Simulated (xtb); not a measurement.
C$_{4}$H$_{8}$, triplet, geometry from GFN2-xTB (a higher spin typed on purpose: for a closed-shell molecule this is an excited state). Base run: GFN2-xTB run with xtb.

Geometry (Å):
```xyz
12

C     -1.1562    -0.8792    -0.0405
C     -0.0126     0.0835     0.0119
C      1.3652    -0.4891    -0.0939
C     -0.2279     1.4922     0.1452
H     -1.0165    -1.6859     0.6840
H     -1.2294    -1.3475    -1.0281
H     -2.0972    -0.3770     0.1695
H      1.5958    -1.1167     0.7735
H      2.1107     0.2997    -0.1536
H      1.4535    -1.1258    -0.9787
H     -0.3512     2.1353    -0.7144
H     -0.2768     1.9734     1.1115
```
Charge 0, spin multiplicity 3.
All else is at xtb's defaults.
Base energy -12.47917 Eh.

The base run was repeated with changes; each row names its change, and settings that it needs were set with it.

```csv
change,ΔE vs base (kcal/mol),dipole (D),SCF cycles
base,0.000,0.47,9
etemp = 3000,-0.019,0.48,9
etemp = 1000,0.000,0.47,9
acc = 0.0001,0.000,0.47,15
```
